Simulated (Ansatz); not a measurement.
`Sc1ccc(-c2ccc(-c3ccc(-c4ccc(-c5ccc(-c6ccc(S)nc6)nc5)nc4)nc3)nc2)nc1` with charge -1. Charge -1, multiplicity 2. Geometry PBE-D4/def2-SVP, that of the neutral singlet; atoms count from 1.

Cartesian coordinates in Å:
```
S 11.325 6.213 4.539
C 9.955 5.225 4.019
C 9.927 3.817 4.043
C 8.783 3.149 3.602
C 7.672 3.890 3.140
C 6.426 3.255 2.654
C 5.341 4.050 2.227
C 4.174 3.443 1.765
C 4.092 2.031 1.728
C 2.894 1.309 1.244
C 2.867 -0.103 1.238
C 1.739 -0.773 0.773
C 0.629 -0.028 0.306
C -0.600 -0.668 -0.213
C -0.742 -2.059 -0.399
C -1.938 -2.575 -0.898
C -2.997 -1.694 -1.216
C -4.294 -2.161 -1.755
C -5.341 -1.241 -1.983
C -6.559 -1.688 -2.490
C -6.734 -3.064 -2.773
C -7.998 -3.614 -3.309
C -9.162 -2.840 -3.522
C -10.314 -3.435 -4.033
C -10.275 -4.818 -4.326
S -11.727 -5.599 -4.980
N -9.184 -5.576 -4.132
C -8.088 -4.987 -3.640
N -5.729 -3.947 -2.563
C -4.568 -3.511 -2.078
N -2.868 -0.357 -1.035
C -1.723 0.127 -0.558
N 0.647 1.325 0.319
C 1.730 1.958 0.767
N 5.129 1.266 2.139
C 6.240 1.854 2.580
N 7.706 5.243 3.124
C 8.794 5.882 3.543
H 12.136 5.175 4.881
H 10.795 3.243 4.403
H 8.763 2.050 3.623
H 5.448 5.143 2.271
H 3.333 4.068 1.435
H 3.753 -0.639 1.609
H 1.720 -1.872 0.777
H 0.081 -2.749 -0.161
H -2.044 -3.660 -1.038
H -5.157 -0.182 -1.752
H -7.368 -0.966 -2.669
H -9.179 -1.766 -3.284
H -11.228 -2.846 -4.201
H -11.129 -6.823 -5.044
H -7.200 -5.622 -3.482
H -3.794 -4.287 -1.941
H -1.646 1.219 -0.425
H 1.673 3.061 0.746
H 7.045 1.166 2.895
H 8.765 6.987 3.507
```

Single mean-field runs in def2-SVP are fitted with def2-universal-jkfit.

(1) Estimate the Mulliken populations of the heavy atoms from the PBE0/def2-SVP orbitals of Ansatz.

(2) Where does the spin sit?

(3) And the Mayer bond orders between bonded heavy atoms (over 0.3, the first 40 of 43)?

Results:

(1) 
```csv
atom,charge (e),spin (α − β)
S1,-0.02,0.01
C2,-0.18,0.08
C3,0.03,-0.02
C4,-0.06,0.03
C5,0.04,0.01
C6,-0.05,0.09
C7,0.02,0.03
C8,-0.05,0.01
C9,0.04,0.07
C10,-0.05,0.06
C11,0.02,0.05
C12,-0.05,0.00
C13,0.03,0.11
C14,-0.04,0.03
C15,0.00,0.07
C16,-0.06,-0.03
C17,0.03,0.12
C18,-0.04,0.00
C19,0.02,0.07
C20,-0.05,-0.04
C21,0.03,0.11
C22,-0.05,-0.03
C23,0.00,0.05
C24,0.01,-0.03
C25,-0.09,0.06
S26,-0.05,0.01
N27,-0.18,-0.02
C28,0.07,0.04
N29,-0.19,-0.02
C30,0.03,0.04
N31,-0.19,0.00
C32,0.06,0.02
N33,-0.19,0.01
C34,0.03,0.01
N35,-0.19,0.03
C36,0.03,-0.02
N37,-0.18,0.05
C38,0.08,-0.03
```
Mulliken values and Mayer orders depend strongly on the basis.

(2) Summed by element: S 0.01, C 0.97, N 0.04, H -0.02, of 1 unpaired in all. Largest on single atoms: C17 0.12, C21 0.11, C13 0.11.

(3) S1–C2 1.03 (1.77 Å); C2–C3 1.37 (1.41 Å); C2–C38 1.31 (1.42 Å); C3–C4 1.48 (1.40 Å); C4–C5 1.33 (1.41 Å); C5–C6 1.07 (1.48 Å); C5–N37 1.46 (1.35 Å); C6–C7 1.32 (1.41 Å); C6–C36 1.30 (1.41 Å); C7–C8 1.47 (1.39 Å); C8–C9 1.29 (1.42 Å); C9–C10 1.09 (1.48 Å); C9–N35 1.44 (1.35 Å); C10–C11 1.32 (1.41 Å); C10–C34 1.28 (1.42 Å); C11–C12 1.47 (1.39 Å); C12–C13 1.29 (1.42 Å); C13–C14 1.10 (1.48 Å); C13–N33 1.44 (1.35 Å); C14–C15 1.31 (1.41 Å); C14–C32 1.29 (1.42 Å); C15–C16 1.48 (1.40 Å); C16–C17 1.31 (1.41 Å); C17–C18 1.08 (1.48 Å); C17–N31 1.45 (1.35 Å); C18–C19 1.34 (1.41 Å); C18–C30 1.29 (1.42 Å); C19–C20 1.44 (1.39 Å); C20–C21 1.31 (1.42 Å); C21–C22 1.05 (1.48 Å); C21–N29 1.46 (1.35 Å); C22–C23 1.35 (1.41 Å); C22–C28 1.34 (1.42 Å); C23–C24 1.48 (1.39 Å); C24–C25 1.31 (1.41 Å); C25–S26 1.05 (1.77 Å); C25–N27 1.48 (1.34 Å); N27–C28 1.50 (1.34 Å); N29–C30 1.57 (1.33 Å); N31–C32 1.57 (1.33 Å).
